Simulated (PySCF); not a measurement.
## Computed vibrations of [Ce(NH3)3]3+

[Ce(NH3)3]3+ (singlet in the valence; each metal's 4f electrons, 1 of them, lie in its core potential, out of spins and levels). PySCF 2.14.0, RKS PBE0, Ce lcecp-1-SVP with ECP47, N def2-SVP, H def2-SVP; non-relativistic Hamiltonian with scalar-relativistic core potentials where named; density fitting; no spin-orbit coupling. Central differences of gradients.

```xyz
13

Ce    0.0000    0.0000    0.0000
N     2.5405    0.0010    0.0000
H     2.9890   -0.4674    0.8080
H     2.9890   -0.4674   -0.8080
H     2.9894    0.9341    0.0000
N    -1.2711    2.1996    0.0000
H    -1.0897    2.8222    0.8080
H    -1.0897    2.8222   -0.8080
H    -2.3037    2.1219    0.0000
N    -1.2694   -2.2006    0.0000
H    -1.8993   -2.3548    0.8080
H    -1.8993   -2.3548   -0.8080
H    -0.6858   -3.0560    0.0000
```

Run from Python with OMP_NUM_THREADS=2. Where DIIS fails, smearing, a level shift and second-order steps follow.
It took 5.2 min on 2 threads of Intel(R) Xeon(R) Processor @ 2.50GHz (Skylake/Cascade Lake) (shared host).

Q: What are the harmonic wavenumbers and infrared intensities?

A: Modes are labelled in C3h; negative numbers are unstable modes, those under 60 cm⁻¹ near the noise; a finer grid moves soft modes by up to 10 cm⁻¹.
```
cm⁻¹  km/mol  symmetry
 -46       –       a''
 -44       –       e''
 -44       –       e''
 -38       –       a''
  81     5.7        e'
  81     5.7        e'
 332     0.0        a'
 348    14.9        e'
 348    14.9        e'
 629     0.0        a'
 639     0.0       e''
 639     0.0       e''
 651   204.1       a''
 666    88.0        e'
 666    88.0        e'
1408   186.0        e'
1408   186.0        e'
1410     0.0        a'
1612   152.0       a''
1612    75.9        e'
1612    75.9        e'
1614     0.0        a'
1614     0.0       e''
1614     0.0       e''
3359   347.8        e'
3359   347.8        e'
3367     0.0        a'
3432     0.0       e''
3432     0.0       e''
3433   462.7       a''
3437     0.0        a'
3438   225.8        e'
3438   225.8        e'
```

Q: Is this a minimum?

A: Probably not: 4 unstable, though so soft as to be near the noise; the lowest moves the atoms so:
```
Ce   0.00  0.00  0.01
N    0.00  0.00 -0.04
H    0.01  0.29  0.13
H   -0.01 -0.29  0.13
H    0.00  0.00 -0.37
N    0.00  0.00 -0.04
H   -0.25 -0.13  0.13
H    0.25  0.13  0.13
H    0.00  0.00 -0.37
N    0.00  0.00 -0.04
H    0.24 -0.15  0.13
H   -0.24  0.15  0.13
H    0.00  0.00 -0.37
```

An lcecp potential fixes the number of 4f electrons, so in runs with it no electron can move into or out of that shell.
